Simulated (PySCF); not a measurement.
## Electron correlation in Hf⁺ (hafnium, charge +1)

[Xe] 4f14 5d1 6s1 6p1, one real determinant (an excited configuration). Computed with PySCF 2.14 in x2c-TZVPPall (11s7p7d3f1g, 97 functions), with scalar relativity by spin-free X2C-1e. Frozen: [Xe] 4f14; 3 electrons correlated.

MP2 pair energies summed by pair of shells (mhartree):

```tsv
pair	energy	share (%)
5d-6s	-3.02	42.9
5d-6p	-2.37	33.7
6s-6p	-1.65	23.4
```

Total MP2 correlation energy: -7.04 mhartree.

Same-spin part -7.04 and opposite-spin part 0.00 mhartree; SCS-MP2 scales them by 1/3 and 6/5 to -2.35 mhartree.

The basis was made for the ground configuration and has no added diffuse functions, which can raise the energy of the promoted electron.

The reference is one real determinant that mixes LS terms of this configuration.
